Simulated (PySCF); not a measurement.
C3F8, SMILES FC(C(F)(F)F)(F)C(F)(F)F.

Geometry optimised at PBE-D3(BJ)/def2-SVP.

Calculation: PBE-D3(BJ)/def2-SVP run with PySCF 2.14.0.

Harmonic, unscaled wavenumbers; measured fundamentals usually lie a few per cent lower.

A small imaginary wavenumber (i) marks a very flat motion, where grid noise or a shallow saddle decides the sign.

Computed normal modes with their intensities:
```json
[
 {"mode": "1", "ν (cm⁻¹)": "5i", "IR (km/mol)": "0.0", "moving atoms (share of kinetic energy)": "F 99 %"},
 {"mode": "2", "ν (cm⁻¹)": "75", "IR (km/mol)": "0.0", "moving atoms (share of kinetic energy)": "F 99 %"},
 {"mode": "3", "ν (cm⁻¹)": "145", "IR (km/mol)": "0.8", "moving atoms (share of kinetic energy)": "F 94 %"},
 {"mode": "4", "ν (cm⁻¹)": "205", "IR (km/mol)": "3.6", "moving atoms (share of kinetic energy)": "F 94 %"},
 {"mode": "5", "ν (cm⁻¹)": "215", "IR (km/mol)": "0.0", "moving atoms (share of kinetic energy)": "F 98 %"},
 {"mode": "6", "ν (cm⁻¹)": "257", "IR (km/mol)": "2.6", "moving atoms (share of kinetic energy)": "F 94 %"},
 {"mode": "7", "ν (cm⁻¹)": "305", "IR (km/mol)": "0.4", "moving atoms (share of kinetic energy)": "F 93 %"},
 {"mode": "8", "ν (cm⁻¹)": "327", "IR (km/mol)": "0.1", "moving atoms (share of kinetic energy)": "F 96 %"},
 {"mode": "9", "ν (cm⁻¹)": "336", "IR (km/mol)": "0.0", "moving atoms (share of kinetic energy)": "F 97 %"},
 {"mode": "10", "ν (cm⁻¹)": "369", "IR (km/mol)": "0.0", "moving atoms (share of kinetic energy)": "F 98 %"},
 {"mode": "11", "ν (cm⁻¹)": "447", "IR (km/mol)": "2.2", "moving atoms (share of kinetic energy)": "F 93 %"},
 {"mode": "12", "ν (cm⁻¹)": "520", "IR (km/mol)": "5.3", "moving atoms (share of kinetic energy)": "F 90 %, C 10 %"},
 {"mode": "13", "ν (cm⁻¹)": "527", "IR (km/mol)": "6.3", "moving atoms (share of kinetic energy)": "F 91 %, C 9 %"},
 {"mode": "14", "ν (cm⁻¹)": "549", "IR (km/mol)": "0.0", "moving atoms (share of kinetic energy)": "F 91 %, C 9 %"},
 {"mode": "15", "ν (cm⁻¹)": "603", "IR (km/mol)": "0.5", "moving atoms (share of kinetic energy)": "F 91 %, C 9 %"},
 {"mode": "16", "ν (cm⁻¹)": "649", "IR (km/mol)": "4.8", "moving atoms (share of kinetic energy)": "F 86 %, C 14 %"},
 {"mode": "17", "ν (cm⁻¹)": "710", "IR (km/mol)": "49.0", "moving atoms (share of kinetic energy)": "F 77 %, C 23 %"},
 {"mode": "18", "ν (cm⁻¹)": "762", "IR (km/mol)": "1.8", "moving atoms (share of kinetic energy)": "F 90 %, C 10 %"},
 {"mode": "19", "ν (cm⁻¹)": "993", "IR (km/mol)": "218.7", "moving atoms (share of kinetic energy)": "C 62 %, F 38 %"},
 {"mode": "20", "ν (cm⁻¹)": "1141", "IR (km/mol)": "184.9", "moving atoms (share of kinetic energy)": "C 68 %, F 32 %"},
 {"mode": "21", "ν (cm⁻¹)": "1177", "IR (km/mol)": "47.6", "moving atoms (share of kinetic energy)": "C 75 %, F 25 %"},
 {"mode": "22", "ν (cm⁻¹)": "1182", "IR (km/mol)": "91.9", "moving atoms (share of kinetic energy)": "C 79 %, F 21 %"},
 {"mode": "23", "ν (cm⁻¹)": "1188", "IR (km/mol)": "0.0", "moving atoms (share of kinetic energy)": "C 77 %, F 23 %"},
 {"mode": "24", "ν (cm⁻¹)": "1239", "IR (km/mol)": "587.0", "moving atoms (share of kinetic energy)": "C 76 %, F 24 %"},
 {"mode": "25", "ν (cm⁻¹)": "1243", "IR (km/mol)": "357.0", "moving atoms (share of kinetic energy)": "C 79 %, F 21 %"},
 {"mode": "26", "ν (cm⁻¹)": "1307", "IR (km/mol)": "157.3", "moving atoms (share of kinetic energy)": "C 93 %"},
 {"mode": "27", "ν (cm⁻¹)": "1331", "IR (km/mol)": "5.2", "moving atoms (share of kinetic energy)": "C 86 %, F 14 %"}
]
```
